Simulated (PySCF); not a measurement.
Radial density of Fe⁺ (iron, charge +1)

TPSS, [Ar] 3d6 4s1, high-spin 6D determinant. Calculation: PySCF 2.14, in aug-cc-pVDZ; the non-relativistic Hamiltonian (point nucleus).

| r (bohr) | 4πr²ρ (e/bohr) | 4πr²(ρα − ρβ) |
| --- | --- | --- |
| 0.00104 | 0.1526 | 0.0001 |
| 0.00175 | 0.4161 | 0.0002 |
| 0.00294 | 1.107 | 0.0006 |
| 0.00494 | 2.822 | 0.0014 |
| 0.00830 | 6.703 | 0.0034 |
| 0.0140 | 14.15 | 0.0070 |
| 0.0235 | 24.54 | 0.0112 |
| 0.0395 | 31.12 | 0.0109 |
| 0.0665 | 26.77 | 0.0055 |
| 0.112 | 25.90 | 0.0467 |
| 0.188 | 34.81 | 0.2954 |
| 0.316 | 20.08 | 1.2515 |
| 0.532 | 14.25 | 3.2161 |
| 0.895 | 14.15 | 3.3091 |
| 1.51 | 3.742 | 1.5689 |
| 2.53 | 0.7960 | 0.6443 |
| 4.26 | 0.1166 | 0.1087 |
| 7.16 | 0.001092 | 0.0011 |
| 12.0 | 2.245e-05 | 0.0000 |
